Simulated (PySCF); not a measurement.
A calculated (M06-L, PySCF 2.14, cc-pVDZ-DK, scalar relativity by spin-free X2C-1e) atom or ion has these occupied shells.

```
shell  electrons  orbital energy (eV)  rms radius, mean of both spins (bohr)
 1s α          1              -429.14                                  0.265
 1s β          1              -428.23                                  0.265
 2s α          1              -50.256                                   1.29
 2s β          1              -48.200                                   1.29
 2p α          1              -39.534                                   1.23
```

(1) Name the element and its charge.

Results:

(1) N²⁺ (nitrogen, charge +2), in [He] 2s2 2p1, 2P determinant.
